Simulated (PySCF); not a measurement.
CaCl₂, SMILES [Cl][Ca][Cl].

Coordinates come from a r2SCAN-D4/def2-TZVP optimisation. The isomer is the one that the SMILES or the coordinates give; other isomers of the formula were not compared.

Calculation: PySCF with ωB97X/def2-TZVPD.

Gas-phase values at a fixed geometry.

```
Item                                                                                                              Value
---------------------------------------------------------------------------------------------  ------------------------
total energy                                                                                        -1598.19763 hartree
point group                                                                                                         D∞h
highest occupied level                                                                                        -10.77 eV
lowest empty level                                                                                             -0.27 eV
orbital gap                                                                                                    10.49 eV
dipole moment                                                                                                    0.00 D
quadrupole, principal values (traceless, Buckingham form, about the centre of nuclear charge)  -31.30, 15.65, 15.65 D·Å
mean static polarisability                                                                         55.2 bohr³ (8.19 Å³)
polarisability, principal values                                                                 48.1, 48.1, 69.6 bohr³
```
